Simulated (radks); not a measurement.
Species: the aluminium ion Al4+. Configuration: [He] 2s2 2p5 (the NIST ground configuration).

Calculated with a radial shooting solver on a logarithmic mesh with Libxc functionals: Dirac Kohn-Sham, PBE, spin-unpolarised, spherical densities, finite nucleus; open shells are shared between the two j in proportion to 2j + 1; Fermi nuclear charge, rms radius 3.061 fm.

Energy parts (eV):
total: -6429.221
kinetic: 6445.937
electron-nucleus: -14756.369
Hartree: 2332.375
exchange-correlation: -451.164

Orbitals (lengths in bohr, moments of r in powers of bohr; r(max) is where P^2 peaks):
orbital	occ.	eigenvalue (eV)	r(max)	small-component weight
1s1/2	2	-1590.553	0.07834	2.11e-03
2s1/2	2	-176.3059	0.4878	3.08e-04
2p1/2	1.66667	-138.9928	0.4148	2.89e-04
2p3/2	3.33333	-138.5010	0.4163	2.88e-04

The highest occupied level is 2p3/2 at -138.50 eV. The density falls to 0.001 e/bohr^3 at r = 1.84 bohr.
